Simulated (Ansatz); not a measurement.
As3P5. The state is a singlet with charge 0. Geometry PBE-D4/def2-SVP, that of the charge -1 doublet.

```xyz
8

P     0.588    0.995   -2.321
P    -1.363   -1.429    0.569
P    -1.461    0.830    0.510
P    -1.405    1.378   -1.591
P     0.620    1.127    1.341
As    1.820    0.246   -0.537
As    0.803   -2.000   -0.153
As    0.398   -1.147    2.182
```

Another isomer (doublet) lies 0.07 eV lower at PBE0-D4/def2-TZVPD.

Q: Estimate the orbital energies around the gap (eV) in Ansatz with PBE-D4/def2-TZVPD, r2SCAN-D4/def2-TZVPD, PBE0-D4/def2-TZVPD.

A: 
| orbital | PBE-D4/def2-TZVPD | r2SCAN-D4/def2-TZVPD | PBE0-D4/def2-TZVPD |
| --- | --- | --- | --- |
| HOMO−5 | -6.92 | -7.19 | -7.87 |
| HOMO−4 | -6.69 | -6.94 | -7.60 |
| HOMO−3 | -6.33 | -6.57 | -7.22 |
| HOMO−2 | -6.18 | -6.42 | -7.14 |
| HOMO−1 | -6.10 | -6.35 | -7.06 |
| HOMO | -5.92 | -6.15 | -6.82 |
| LUMO | -4.40 | -4.47 | -3.81 |
| LUMO+1 | -3.26 | -3.21 | -2.58 |
| LUMO+2 | -2.88 | -2.84 | -2.17 |
| LUMO+3 | -2.62 | -2.50 | -1.88 |
| LUMO+4 | -2.03 | -1.89 | -1.30 |
| LUMO+5 | -1.91 | -1.79 | -1.14 |
